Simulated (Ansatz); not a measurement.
System: WH₆, net charge 1, doublet state. The spin state was set by rule; other spins were not relaxed. 
Coordinates optimised at B3LYP-D3(BJ)/def2-TZVP (Ansatz, a program for electronic structure):
```
W
H 1 1.6803
H 1 1.6894 2 116.19
H 1 1.6899 2 62.20 3 -114.57
H 4 1.4860 1 70.65 2 153.94
H 5 0.8574 4 132.22 1 -27.49
H 1 1.6939 2 114.48 4 -105.06
```
Charge +1, spin multiplicity 2.

Parts of the frozen-core correlation energy in def2-SVPD (Ansatz, hartree). Frozen orbitals: 4; correlated occupied orbitals by spin: 6 and 5; virtual: 73 and 74. Open shells are spin-unrestricted. No spin-orbit coupling. In def2 rows, elements after Kr have scalar-relativistic effective core potentials.

| term | value |
|---|---|
| reference (HF) | -69.43321 |
| MP2 opposite-spin | -0.17449 |
| MP2 same-spin | -0.04327 |
| CCSD correlation | -0.25375 |
| (T) | -0.00887 |
| T1 diagnostic | 0.033 |
| largest doubles amplitude | 0.040 |
| <S^2> of the reference | 0.781 |
